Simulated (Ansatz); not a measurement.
Consider the ligand exchange at the Sn–C bond: `O=[CH][SnH3]` + `C=N` → `C=[N][SnH3]` + `C=O`.

Gas-phase electronic energies from Ansatz, PBE0-D4/def2-TZVP geometries. CCSD(T)/CBS adds triple-zeta CCSD(T) − MP2 to the extrapolated MP2 energy (def2 sets, frozen cores). This one scheme is used for every species. Functionals use def2-TZVPP. def2 core potentials past Kr. For Sn outer-core shells are correlated without core-valence functions, which leaves a few kJ/mol of doubt a bond.

```json
{"level": "CAM-B3LYP-D4", "ΔE (kJ/mol)": "-17.3"}
{"level": "CCSD(T)/def2-TZVPP", "ΔE (kJ/mol)": "-19.4"}
```

Problem. What does CCSD(T)/CBS give? (Estimate.)

Solution. Ansatz gave: -20.4 kJ/mol. The listed levels differ from it by 3.1, 1.0 kJ/mol.

Problem. What do rigid-rotor, harmonic-oscillator terms from PBE0-D4/def2-TZVP frequencies (298.15 K, 1 bar) make of the CCSD(T)/CBS value? (Estimate.)

Solution. Computed: ΔZPE = -2.0 kJ/mol, ΔH = -22.9 kJ/mol, ΔS = -18 J/(mol·K), ΔG = -17.6 kJ/mol. Modes under 50 cm⁻¹ make the entropy rough.

Largest T1 diagnostic among the species: 0.016.

From BLYP to BHLYP (50 % exact exchange), in def2-TZVPP and without D4, ΔE moves by −8.5 kJ/mol. Leaving LDA and LC-ωPBE aside and taking each functional with its dispersion term where it has one, the values, not all of them listed here, spread over 11.2 kJ/mol, from BHLYP-D4 to PBE-D4.
